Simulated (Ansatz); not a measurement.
`[OH][Hf]([F])([Cl])[SeH]` and `C[S][Hf]([OH])([F])[Cl]` differ in one atom or group.

Ansatz, PBE0-D4/def2-TZVP geometries, multiplicity 1. Each molecule was computed in one conformer, which needn't be the lowest.

Elements past krypton have def2 core potentials. Scalar relativity is left out up to krypton. Spin–orbit coupling is left out; it splits and shifts lone-pair levels of the heavy atoms by tenths of an eV.

```
                                        property  `[OH][Hf]([F])([Cl])[SeH]`
           HOMO–LUMO gap (B3LYP/def2-TZVPP) / eV                        5.79
             LUMO energy (B3LYP/def2-TZVPP) / eV                       -1.35
size of the dipole moment (B3LYP/def2-TZVPP) / D                        2.38
              HOMO energy (PBE0/def2-TZVPP) / eV                       -7.39
            HOMO–LUMO gap (PBE0/def2-TZVPP) / eV                        6.24
           LUMO energy (ωB97M-V/def2-TZVPP) / eV                        0.72
```

(1) What does the change do to each property? (Estimate.)

## Answers

(1) Computed: 
| property | `C[S][Hf]([OH])([F])[Cl]` | shift |
| --- | --- | --- |
| HOMO–LUMO gap (B3LYP/def2-TZVPP) / eV | 5.28 | -0.51 |
| LUMO energy (B3LYP/def2-TZVPP) / eV | -1.68 | -0.33 |
| size of the dipole moment (B3LYP/def2-TZVPP) / D | 3.52 | 1.14 |
| HOMO energy (PBE0/def2-TZVPP) / eV | -7.20 | 0.19 |
| HOMO–LUMO gap (PBE0/def2-TZVPP) / eV | 5.73 | -0.51 |
| LUMO energy (ωB97M-V/def2-TZVPP) / eV | 0.54 | -0.18 |

With PBE0 the HOMO rises by 0.19 eV and the LUMO falls by 0.32 eV, so the gap narrows by about 0.51 eV. PBE moves the HOMO by 0.26 eV and ωB97M-V by 0.15 eV. Dipoles are sizes alone; their direction can turn.

B3LYP here is the variant with VWN-RPA as its local correlation; programs differ in this.
